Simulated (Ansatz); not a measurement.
Conformers of C2H7ClO2Si2 (`O[SiH](O)/C=C\[SiH2]Cl`), each relaxed with PBE0-D4/def2-TZVP in Ansatz. CBS adds the triple-zeta coupled-cluster correction to the MP2 limit.

Not all of them had a frequency check.

Conformer A:

```xyz
14

O    -0.569    2.474   -1.461
Si    0.394    1.260   -0.929
O    -0.027   -0.221   -1.522
C     0.250    0.982    0.893
C     0.024   -0.217    1.444
Si   -0.163   -1.884    0.603
Cl   -0.256   -3.223    2.192
H    -1.491    2.461   -1.198
H     1.744    1.651   -1.395
H     0.228   -0.472   -2.410
H     0.344    1.841    1.559
H    -0.057   -0.276    2.531
H    -1.437   -2.066   -0.123
H     1.014   -2.309   -0.183
```

Conformer B:

```xyz
14

O     1.033   -1.301   -0.644
Si    1.462    0.253   -0.337
O     2.128    0.903   -1.682
C    -0.011    1.327    0.022
C    -1.241    0.921    0.356
Si   -1.886   -0.817    0.549
Cl   -0.798   -1.878    1.967
H     0.976   -1.896    0.108
H     2.418    0.277    0.805
H     2.896    0.469   -2.055
H     0.161    2.404   -0.035
H    -1.994    1.687    0.551
H    -1.879   -1.616   -0.694
H    -3.264   -0.733    1.090
```

Problem. Which is lowest in electronic energy at CCSD(T)/CBS (frozen core, def2 sets), and by how much? (An estimate is asked.)

Solution. Computed: A; B lies 6.8 kJ/mol higher.

Problem. Give the energies relative to A (kJ/mol) with r2SCAN-D4/def2-TZVPP, PBE0-D4/def2-TZVPP, ωB97X-V/def2-TZVPP, ωB97M-V/def2-TZVPP, PBE/def2-TZVPP, SCS-MP2/def2-TZVPP, CCSD(T)/def2-TZVPP. (An estimate is asked.)

Solution. Ansatz gave: 
| level | B |
| --- | --- |
| r2SCAN-D4/def2-TZVPP | 6.0 |
| PBE0-D4/def2-TZVPP | 6.4 |
| ωB97X-V/def2-TZVPP | 7.3 |
| ωB97M-V/def2-TZVPP | 8.1 |
| PBE/def2-TZVPP | 7.5 |
| SCS-MP2/def2-TZVPP | 7.5 |
| CCSD(T)/def2-TZVPP | 7.3 |
